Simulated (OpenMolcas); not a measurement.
Os5+ (d3) among equal point charges was computed by CASSCF with the d shell active (OpenMolcas, ANO-RCC-VTZP on the metal). Its lowest spin-free states, and all those of the highest spin:

```json
{"2S+1": "4", "Degeneracy": "1", "E (cm-1)": "0.0"}
{"2S+1": "4", "Degeneracy": "2", "E (cm-1)": "8721"}
{"2S+1": "4", "Degeneracy": "1", "E (cm-1)": "9585"}
{"2S+1": "4", "Degeneracy": "1", "E (cm-1)": "14305"}
{"2S+1": "4", "Degeneracy": "2", "E (cm-1)": "15177"}
{"2S+1": "2", "Degeneracy": "2", "E (cm-1)": "17141"}
{"2S+1": "2", "Degeneracy": "2", "E (cm-1)": "17586"}
{"2S+1": "2", "Degeneracy": "1", "E (cm-1)": "18322"}
{"2S+1": "2", "Degeneracy": "1", "E (cm-1)": "22729"}
{"2S+1": "2", "Degeneracy": "2", "E (cm-1)": "23633"}
{"2S+1": "2", "Degeneracy": "1", "E (cm-1)": "23721"}
{"2S+1": "4", "Degeneracy": "2", "E (cm-1)": "24849"}
{"2S+1": "4", "Degeneracy": "1", "E (cm-1)": "28026"}
```

**Question.** Is the site octahedral, tetrahedral or cube-like, axial, or of lower symmetry?

**Answer.** The states with 2S+1 = 4 have orbital degeneracies 1, 2, 1, 1, 2, 2, 1. There are pairs but no triples, so the site is axial: not cubic, but with a proper or improper axis of order three or more. The run had Os5+ among 6 point charges of -1.7 e arranged as a trigonal antiprism (D3d), 1.95 Å from the ion, with a polar angle of 53.1° against the regular 54.74°.

Spin-orbit coupling mixes the spin-free states strongly: the lowest level takes only 58 % from its leading state, 4A2. Without dynamic correlation the repulsion within the d shell is too large (B by tens of per cent), so at a given field states of lower spin stand too high. This is an electrostatic model: the charges have no orbitals. No measured value stands beside these numbers.
